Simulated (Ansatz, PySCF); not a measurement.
Barrier from R1 to the saddle point P1, each structure at its B3LYP-D3(BJ)/def2-TZVP stationary point, reached from a drawn start; harmonic modes at that level show the others as minima.
R1, C2H6 (SMILES CC) (charge 0, multiplicity 1):
```xyz
8

C      0.00000     0.00000     0.76311
H      1.01715     0.00000     1.16015
H     -0.50857     0.88088     1.16015
H     -0.50857    -0.88088     1.16015
C      0.00000     0.00000    -0.76311
H      0.50857     0.88088    -1.16015
H     -1.01715     0.00000    -1.16015
H      0.50857    -0.88088    -1.16015
```
P1, C2H6, a first-order saddle point (one imaginary mode, 300i cm⁻¹) (charge 0, multiplicity 1):
```xyz
8

C      0.000     0.000     0.770
H      1.013     0.000     1.174
H     -0.506     0.877     1.174
H     -0.506    -0.877     1.174
C      0.000     0.000    -0.770
H      1.013     0.000    -1.174
H     -0.506     0.877    -1.174
H     -0.506    -0.877    -1.174
```

P less R. No zero-point or thermal terms. No path was followed down from the saddle.

Cores are frozen in the correlated methods. CBS: X⁻³ extrapolation of the correlation energy, Hartree–Fock from the larger set.

Programs: Ansatz (an electronic-structure program) with Gaussian orbitals; PySCF for the D3/D4 terms. No computed number here is a measurement.

PBE/def2-TZVPP gives 2.58 kcal/mol for the barrier height.

Task: How do the other levels lie against it? Give each less PBE: PBE-D3(BJ)/def2-TZVPP, r2SCAN/def2-TZVPP, B3LYP/def2-TZVPP, wB97M-V/def2-TZVPP, B2PLYP/def2-TZVPP, MP2/CBS(cc-pVTZ, cc-pVQZ), CCSD(T)/CBS(cc-pVTZ, cc-pVQZ).

Result: PBE-D3(BJ)/def2-TZVPP 0.01; r2SCAN/def2-TZVPP 0.24; B3LYP/def2-TZVPP 0.07; wB97M-V/def2-TZVPP 0.01; B2PLYP/def2-TZVPP 0.17; MP2/CBS(cc-pVTZ, cc-pVQZ) 0.20; CCSD(T)/CBS(cc-pVTZ, cc-pVQZ) 0.09 kcal/mol. 7 of 7 lie above PBE; the widest gap is to r2SCAN/def2-TZVPP.
